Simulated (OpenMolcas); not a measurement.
## Ar II: terms and fine structure

```
Program             : OpenMolcas
Method              : SS-CASPT2, IPEA 0.25 Eh, imaginary shift 0.1 Eh (closed shells correlated: 2s 2p)
Basis               : ANO-RCC-VTZP [5s4p2d1f]
Scalar Hamiltonian  : DKH2, point nucleus
Active space        : 7 electrons in 8 orbitals (3s 3p 4s 4p)
State averaging     : 2S+1 = 2 odd, 3 roots; 2S+1 = 2 even, 1 root
Spin-orbit coupling : RASSI with atomic mean-field integrals over the reference wave functions, term energies averaged over their components
```

Spin-free terms above the lowest, with the occupations of the reference (each correlating shell added to its valence partner):

```
Configuration  Term  E (cm-1)      Occupations
      3s2 3p5   2P*       0.0  3s 2.00 3p 5.00
       3s 3p6    2S    125630  3s 1.00 3p 6.00
```

With spin-orbit coupling, above the lowest level:

```json
{"Configuration": "3s2 3p5", "Term": "2P*", "J": "3/2", "E (cm-1)": "0.0", "Measured (cm-1)": "0.0", "g": "1.334", "Term weight %": "100"}
{"Configuration": "3s2 3p5", "Term": "2P*", "J": "1/2", "E (cm-1)": "1348", "Measured (cm-1)": "1432", "g": "0.666", "Term weight %": "100"}
{"Configuration": "3s 3p6", "Term": "2S", "J": "1/2", "E (cm-1)": "126079", "Measured (cm-1)": "108722", "g": "2.002", "Term weight %": "100"}
```

Against the 2 measured excited levels shown (NIST Handbook of Basic Atomic Spectroscopic Data) the mean absolute deviation is 8700 cm-1; the largest miss in energy is 3s 3p6 2S 1/2: computed 126079, measured 108722 cm-1 (+16.0 %).

Spin-orbit coupling puts the lowest level 449 cm-1 below the lowest spin-free term.

Over all roots computed the reference weight is 0.87 to 0.95; the roots of lowest weight are the least certain, and an intruder state may touch them. Active for correlation alone: 4p 4s; no level in the range computed is led by a configuration that fills them, so any true level of that kind is missing. Computed and measured levels are paired by configuration, term and J; levels that our copy of the source lacks, or whose pairing is in doubt (as where it misses far off the trend of its configuration), stay unpaired and out of the deviations. Only configurations of the active space appear. The first state left out of the spin-orbit step lies near 220000 cm-1 above the lowest spin-free state of the reference (among the parities and spins computed), and the list stops at four fifths of that energy or lower.

The term weight is that of the spin-free term in the level, not the purity of its configuration. * marks odd parity.
